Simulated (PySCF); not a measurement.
Ru²⁺: excitation energy

Ru²⁺ [Kr] 4d6 (5D) → Ru²⁺ [Kr] 4d5 5p1 (7P), as a difference of total energies. Computed with PySCF 2.14 in x2c-TZVPPall with one added diffuse shell each of s, p, d, f type (9s7p7d3f1g, 95 functions), with scalar relativity by spin-free X2C-1e. Correlated levels: valence: [Kr] frozen; valence and next inner shell: [Ar] 3d10 frozen. The calculations carry no spin-orbit coupling.

| method | excitation energy (cm⁻¹) |
| --- | --- |
| UHF | 68643 |
| LDA | 75808 |
| PBE | 75234 |
| PBE0 | 75614 |
| r2SCAN | 73938 |
| TPSS | 76739 |
| LC-wPBE | 77941 |
| TPSSh | 76797 |
| MP2 (valence) | 75158 |
| SCS-MP2 (valence) | 79347 |
| MP2 (valence and next inner shell) | 74148 |
| SCS-MP2 (valence and next inner shell) | 76445 |
